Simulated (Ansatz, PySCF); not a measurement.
Gas-phase reaction in SMILES: [CH3][Ge]([CH3])([CH3])[Cl] [chloro(trimethyl)germane] + 4 [H][H] (H2) -> 3 C (CH4) + Cl (HCl) + [GeH4] (GeH4)
Structures are relaxed separately at B3LYP-D3(BJ)/def2-TZVP in Ansatz (a first-principles code). Frequencies are from Ansatz or PySCF.

Property: energy of full hydrogenation (enthalpy at 298 K, with B3LYP-D3(BJ) rigid-rotor harmonic-oscillator terms), in kcal/mol. Valence correlation only, unless marked. No spin-orbit coupling. The frozen core is the preceding noble-gas configuration, with the filled d and f shells of earlier blocks. No relativistic terms. Basis-set limits of correlation are two-point, X^-3; Hartree-Fock from the larger set.

| level | program | energy of full hydrogenation (kcal/mol) |
|---|---|---|
| HF/def2-SVP | Ansatz | -23.4 |
| B97M-V/def2-TZVPD | Ansatz | -8.5 |
| BHLYP-D3(BJ)/def2-TZVPD | Ansatz + dftd3 | -4.0 |
| r2SCAN0-D4/def2-TZVPD | Ansatz + dftd4 | -0.5 |

Q: Estimate the value at CCSD(T)/CBS(def2-TZVPPD,def2-QZVPPD) as computed with Ansatz.

A: 2.1 kcal/mol, so r2SCAN0-D4/def2-TZVPD differs from it by -2.6 kcal/mol.
